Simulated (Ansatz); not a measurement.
Consider the formal exchange of groups at the Si–C bond: `O[Si@H](Cl)C[Si@@H](O)F` + `C#C[SiH](Cl)Cl` → `O[SiH](Cl)C#C[SiH](Cl)Cl` + `C[SiH](O)F`.

Gas-phase electronic energies from Ansatz, PBE0-D4/def2-TZVP geometries. CCSD(T)/CBS is the MP2 limit (def2-TZVPP, def2-QZVPP) plus CCSD(T) − MP2 in def2-TZVPP, frozen cores. DFT in def2-TZVPP. Each species was taken in one conformer, which may not be the lowest.

| level | ΔE (kcal/mol) |
| --- | --- |
| PBE0 | -4.4 |
| CCSD/CBS(def2) | -3.7 |

Q: What does CCSD(T)/CBS give? (An estimate is asked.)

A: The calculation gave: -3.6 kcal/mol. The listed levels differ from it by -0.8, -0.1 kcal/mol.

Largest T1 diagnostic among the species: 0.011.

In def2-TZVPP, CCSD(T) changes the Hartree–Fock value by +2.5 kcal/mol (the triples alone add +0.1 kcal/mol) and MP2 by +1.9 kcal/mol. The D4 term adds +2.0 kcal/mol with B3LYP and +1.1 kcal/mol with PBE0; it sums over pairs of atoms, weighted by their polarisabilities, and B3LYP, whose exchange is more repulsive, gets the larger term.

B3LYP here is the variant with VWN-RPA as its local correlation; programs differ in this.
